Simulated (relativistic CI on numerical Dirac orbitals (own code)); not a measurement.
# Ligand-field terms of d8

Computed with a parametric ligand-field model of a d^n configuration (Racah B and C, spin-orbit zeta, crystal field), exact diagonalisation.

Field parameters in Wybourne normalisation: D3d B²₀ = −7Dσ, B⁴₀ = −14Dq − 21Dτ, B⁴₃ = −14√(10/7) Dq; D4h B²₀ = −7Ds, B⁴₀ = 21(Dq − Dt), B⁴₄ = 21√(5/14) Dq; Td as Oh with Dq negative (B⁴₀ = 21Dq, B⁴₄ = √(5/14) B⁴₀). The field is a parameter set, without covalency.

(1) Ground term and bands for B = 970, C = 4650, ζ = 0 cm⁻¹, D3d, 10Dq = 25350, Dσ = -1200, Dτ = 230 cm⁻¹?

(2) Ground term and bands for B = 620, C = 3070, ζ = 0 cm⁻¹, D3d, 10Dq = 27050, Dσ = 790, Dτ = 270 cm⁻¹?

(3) Ground term and bands for B = 380, C = 1450, ζ = 0 cm⁻¹, D3d, 10Dq = 18050, Dσ = 1200, Dτ = 220 cm⁻¹?

(4) Ground term and bands for B = 680, C = 2720, ζ = 0 cm⁻¹, D4h, 10Dq = 24000, Ds = -1500, Dt = 760 cm⁻¹?

(5) Ground term and bands for B = 390, C = 1590, ζ = 0 cm⁻¹, Td, 10Dq = -2200 cm⁻¹?

Results:

(1) Ground term 3A2 with 2.01 electrons in the two orbitals of the cubic e set. Spin-allowed: 3E 26024 cm⁻¹ (384 nm), 3A1 27201 cm⁻¹ (368 nm), 3A2 35396 cm⁻¹ (283 nm), 3E 36858 cm⁻¹ (271 nm). Lowest spin-forbidden: 1E 16795 cm⁻¹ (595 nm), 1A1 29850 cm⁻¹ (335 nm), 1E 42397 cm⁻¹ (236 nm).

(2) Ground term 3A2 with 2.00 electrons in the two orbitals of the cubic e set. Spin-allowed: 3A1 26724 cm⁻¹ (374 nm), 3E 28248 cm⁻¹ (354 nm), 3A2 33748 cm⁻¹ (296 nm), 3E 36105 cm⁻¹ (277 nm). Lowest spin-forbidden: 1E 11017 cm⁻¹ (908 nm), 1A1 20399 cm⁻¹ (490 nm), 1A1 37625 cm⁻¹ (266 nm).

(3) Ground term 3A2 with 2.01 electrons in the two orbitals of the cubic e set. Spin-allowed: 3A1 17344 cm⁻¹ (577 nm), 3E 18736 cm⁻¹ (534 nm), 3A2 22003 cm⁻¹ (454 nm), 3E 24927 cm⁻¹ (401 nm). Lowest spin-forbidden: 1E 5875 cm⁻¹ (1702 nm), 1A1 11105 cm⁻¹ (900 nm), 1A1 23099 cm⁻¹ (433 nm).

(4) Ground term 3B1 with 2.00 electrons in the two orbitals of the cubic e set. Spin-allowed: 3E 17212 cm⁻¹ (581 nm), 3E 23729 cm⁻¹ (421 nm), 3B2 24000 cm⁻¹ (417 nm), 3A2 30870 cm⁻¹ (324 nm). Lowest spin-forbidden: 1A1 10286 cm⁻¹ (972 nm), 1B1 10719 cm⁻¹ (933 nm), 1A1 19928 cm⁻¹ (502 nm).

(5) Ground term 3T1 with 3.89 electrons in the two orbitals of the cubic e set. Spin-allowed: 3T2 1866 cm⁻¹, 3A2 4066 cm⁻¹ (2459 nm), 3T1 7383 cm⁻¹ (1354 nm). Lowest spin-forbidden: 1T2 5635 cm⁻¹ (1775 nm), 1E 5944 cm⁻¹ (1682 nm), 1T2 8888 cm⁻¹ (1125 nm).
